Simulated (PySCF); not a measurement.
Vibration and rotation of KF

RHF-CCSD(T) constants of KF, ¹Σ⁺ (singlet), closed shell (basis K x2c-SVPall, F x2c-SVPall; spin-free X2C with a Gaussian nucleus; PySCF 2.14; masses 38.9637 and 18.9984 u):

| Property | Result |
| --- | --- |
| ωe | 484.8 cm⁻¹ |
| ωexe | 2.89 cm⁻¹ |
| Be | 0.28116 cm⁻¹ |
| αe | 0.00228 cm⁻¹ |
| D (centrifugal) | 3.78e-07 cm⁻¹ |
| De to K + F | 4.14 eV |

Question: Give the band origin of the fundamental and the first lines of its P and R branches.

Answer: ν0 = ωe − 2ωexe = 479.0 cm⁻¹, B0 = 0.28002, B1 = 0.27774 cm⁻¹.

```tsv
J″	P(J″) − ν0	R(J″) − ν0
0		0.555
1	-0.560	1.106
2	-1.125	1.653
3	-1.694	2.194
4	-2.267	2.732
5	-2.846	3.264
6	-3.428	3.792
```

Question: Near which J would the R branch turn back, without centrifugal distortion?

Answer: At J ≈ (B0 + B1)/(2(B0 − B1)) − 1 ≈ 120.

Correlated steps freeze 6 core orbitals. Correlated levels converge slowly with the basis: in double zeta they bind strong bonds too weakly, by up to about 1 eV, and carry superposition errors of some tenths. Where the molecule has an RHF reference, its open-shell atoms are computed with UHF.
